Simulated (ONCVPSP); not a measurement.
## PBEsol ONCV dataset for aluminium, scalar-relativistic all-electron reference.

```json
{
 "Element": "aluminium (Al)",
 "Generator": "ONCVPSP 4.0.1",
 "Type": "optimised norm-conserving Vanderbilt (ONCV)",
 "Functional": "PBEsol",
 "Relativity": "scalar-relativistic",
 "Frozen core": "[He]",
 "Valence charge": "11",
 "Reference configuration": "2s2 2p6 3s2 (charge +1)",
 "Partial waves": "2s+3s: rc 1.00 bohr, ncon 4, nbas 7, qcut 14.6 1/bohr, 2 projectors; 2p: rc 0.55 bohr, ncon 4, nbas 7, qcut 17.8 1/bohr, 2 projectors, debl 3.5 Ha",
 "Local potential": "polynomial inside 0.35 bohr (lpopt 5, dvloc0 1 Ha)",
 "Core correction": "none"
}
```

Results:

- Cutoffs needed: 244 Ha and 472 Ha (the cutoffs (Ha) at which the residual kinetic energy of the hardest occupied pseudo-wave falls to 1 and 0.1 mHa per electron)
- Ghost test: no bound ghost flagged; no localised positive-energy state flagged
- Largest excitation error: +35 meV (all-electron minus pseudo) for 2s2 2p5 3s2 3p1, out of 4 test configurations

Generation and tests took about 3.2 s on one core of a shared server CPU.
